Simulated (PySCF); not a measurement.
# A small calculation by hand: oscillator strength and radiative lifetime

Zn(OH)2 (H₂O₂Zn), SMILES [OH][Zn][OH].

Geometry optimised at TPSSh-D3(BJ)/def2-TZVP. A frequency run showed that this geometry is not a minimum. The isomer is the one that the SMILES or the coordinates give; other isomers of the formula were not compared. Other conformers were not sampled.

TDDFT-PBE/def2-SVPD in PySCF puts the first singlet state with f over 0.02 at 5.28 eV (vertical), with the transition dipole (-0.593, 0.000, 0.000) in atomic units.

Find the oscillator strength, the wavelength and the radiative lifetime that this transition would have in vacuum if emission retraced absorption.


|μ|² = 0.3516 au, so |μ| = 1.51 D. ΔE = 5.28/27.211 = 0.1940 hartree. f = (2/3) ΔE |μ|² = 0.045 (the program prints 0.045).
λ = 1239.84/5.28 = 235 nm; ν = 42586 cm⁻¹.
Einstein's coefficient A = 0.6670 ν² f s⁻¹ (ν in cm⁻¹) = 5.5e7 s⁻¹, so τ = 1/A = 18 ns. This state is S2; the lower singlet has f = 0.000. The figure is the radiative limit of this one transition; relaxation, internal conversion, crossing to triplets and a medium change what is measured.
